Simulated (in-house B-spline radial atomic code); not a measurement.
Orbital energies and mean radii along the 5-electron series, configuration [He] 2s2 2p1. The effective charge is n√(-2ε), a non-relativistic measure. Computed with a radial B-spline atomic code at the basis-set limit: non-relativistic Hartree-Fock, average of the configuration, point nuclei.

This level leaves out relativity, spin-orbit splitting included, which matters for heavy ions.

```
  ion   Z  energy of 2p (Eh)  mean radius of 2p (bohr)  energy of 2s (Eh)  mean radius of 2s (bohr)  effective charge of 2p
Xe49+  54            -324.21                  0.096754            -327.71                   0.11498                  50.928
Cs50+  55            -337.07                  0.094917            -340.64                   0.11282                  51.928
Ba51+  56            -350.18                  0.093148            -353.82                   0.11074                  52.929
La52+  57            -363.54                  0.091444            -367.25                   0.10873                  53.929
Ce53+  58            -377.15                  0.089801            -380.93                   0.10679                  54.929
Pr54+  59            -391.01                  0.088216            -394.86                   0.10493                  55.929
Nd55+  60            -405.13                  0.086686            -409.04                   0.10312                   56.93
Pm56+  61            -419.49                  0.085208            -423.47                   0.10138                   57.93
Sm57+  62             -434.1                   0.08378            -438.15                  0.099694                   58.93
Eu58+  63            -448.96                  0.082399            -453.08                  0.098065                  59.931
Gd59+  64            -464.07                  0.081062            -468.26                  0.096487                  60.931
Tb60+  65            -479.43                  0.079769            -483.69                   0.09496                  61.931
Dy61+  66            -495.04                  0.078516            -499.36                  0.093481                  62.931
Ho62+  67            -510.91                  0.077302            -515.29                  0.092046                  63.932
Er63+  68            -527.02                  0.076124            -531.47                  0.090655                  64.932
Tm64+  69            -543.38                  0.074982             -547.9                  0.089306                  65.932
Yb65+  70            -559.99                  0.073874            -564.58                  0.087996                  66.932
Lu66+  71            -576.85                  0.072798            -581.51                  0.086724                  67.932
Hf67+  72            -593.96                  0.071753            -598.69                  0.085488                  68.933
Ta68+  73            -611.32                  0.070738            -616.12                  0.084287                  69.933
 W69+  74            -628.94                  0.069751             -633.8                  0.083119                  70.933
```

Task: How does the screening of 2p change?

Result: Z less the effective charge goes from 3.07 at Z = 54 to 3.07 at Z = 74.
